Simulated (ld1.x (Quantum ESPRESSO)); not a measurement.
**What one change does to a pseudopotential (B, TM)**

```json
{
 "Element": "boron (B)",
 "Generator": "ld1.x (Quantum ESPRESSO) 7.5",
 "Type": "norm-conserving Troullier–Martins (Kleinman–Bylander form)",
 "Functional": "LDA (PZ)",
 "Relativity": "non-relativistic",
 "Frozen core": "[He]",
 "Valence charge": "3",
 "Reference configuration": "2s2 2p0 (charge +1)",
 "Partial waves": "2p (bound, empty): rc 1.75 bohr; 3d channel at -0.15 Ry: rc 1.50 bohr; 2s (bound): rc 1.05 bohr",
 "Local potential": "the s channel",
 "Core correction": "a·sin(br)/r model core inside 0.80 bohr"
}
```

Change: functional PW91.

Cutoffs: the cutoffs (Ry, on a coarse ladder) from which the occupation-weighted sum of valence levels, in a spherical-Bessel basis at the reference potential, stays within 10 and 1 mRy of its value at 400 Ry; they do not see the model core or the augmentation charge, which bear on the density cutoff. Errors are all-electron minus pseudo energies relative to the spin-unpolarised reference configuration.

Task: How do hardness, ghosts and transferability respond?

Result: The potential gets neither clearly harder nor softer (50 Ry and 110 Ry → 45 Ry and 110 Ry); the number of tests with a reliable result goes from 9 to 7; of the 7 tests that both files solve, the error grows in 7 and shrinks in 0 by more than 15 % and 0.3 meV (median size 12.1 → 20.3 meV); neither file shows a bound ghost.

```csv
quantity,base,changed
"cutoff, loose",50 Ry,45 Ry
"cutoff, tight",110 Ry,110 Ry
bound ghosts,none,none
"error for 2s2 2p1, meV [ΔE -8.33 → -8.27 eV]",+10,+17
"error for 2s1 2p0, meV [ΔE 25.30 → 25.46 eV]",+22,+27
"error for 2s2 2p0.5, meV [ΔE -5.38 → -5.36 eV]",+4.3,+7.2
"error for 2s1 2p2, meV [ΔE -2.65 → -2.43 eV]",+21,+36
"error for 2s2 2p1.3, meV [ΔE -9.10 → -9.02 eV]",+12,+20
"error for 2s0 2p3, meV [ΔE 3.06 → 3.44 eV]",+42,+70
"error for 2s1 2p1, meV [ΔE 5.95 → 6.13 eV]",+7.3,+12
s: phases at 1.91 bohr within 0.05 rad from the reference energy up to (Ry; the scan ends near 5),3.3,3.4
p: phases at 1.91 bohr within 0.05 rad from the reference energy up to (Ry; the scan ends near 5),3.0,3.0
d: phases at 1.91 bohr within 0.05 rad from the reference energy up to (Ry; the scan ends near 5),to the end of the scan,to the end of the scan
```
